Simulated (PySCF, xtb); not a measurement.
In(I)(Me)2 (C2H6IIn), SMILES [I][In]([CH3])[CH3].

GFN2-xTB (xtb) at its own geometry gives an orbital gap of 3.31 eV and a dipole moment of 6.78 D.

Geometry optimised at PBE-D3(BJ)/def2-SVP. The structure was generated by enumeration; whether it is a known compound was not checked. The def2 effective core potentials stand for the cores of I, In; spin–orbit coupling is left out.

### Question
What does ωB97X/def2-TZVP (PySCF) give? (The exact figures need the calculation; the answer reports its results.)

### Answer
gap 9.36 eV (levels -9.10 and 0.26 eV), dipole 3.72 D.
